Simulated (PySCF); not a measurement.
# Electron correlation in Ni (nickel, neutral)

[Ar] 3d9 4s1, high-spin 3D determinant (an excited configuration). Calculation: PySCF 2.14, in Sapporo-DKH3-DZP-2012; scalar relativity by spin-free X2C-1e. Frozen: [Ne]; 18 electrons correlated.

MP2 pair energies summed by pair of shells (mhartree):

```json
{"pair": "3d-3d", "energy": "-319.52", "share (%)": "52.9"}
{"pair": "3p-3d", "energy": "-167.73", "share (%)": "27.8"}
{"pair": "3p-3p", "energy": "-39.18", "share (%)": "6.5"}
{"pair": "3s-3d", "energy": "-34.50", "share (%)": "5.7"}
{"pair": "3d-4s", "energy": "-19.69", "share (%)": "3.3"}
{"pair": "3s-3p", "energy": "-17.47", "share (%)": "2.9"}
{"pair": "3p-4s", "energy": "-2.95", "share (%)": "0.5"}
{"pair": "3s-3s", "energy": "-2.68", "share (%)": "0.4"}
{"pair": "3s-4s", "energy": "-0.21", "share (%)": "0.0"}
```

Total MP2 correlation energy: -603.94 mhartree.

Same-spin part -214.83 and opposite-spin part -389.11 mhartree; SCS-MP2 scales them by 1/3 and 6/5 to -538.54 mhartree.
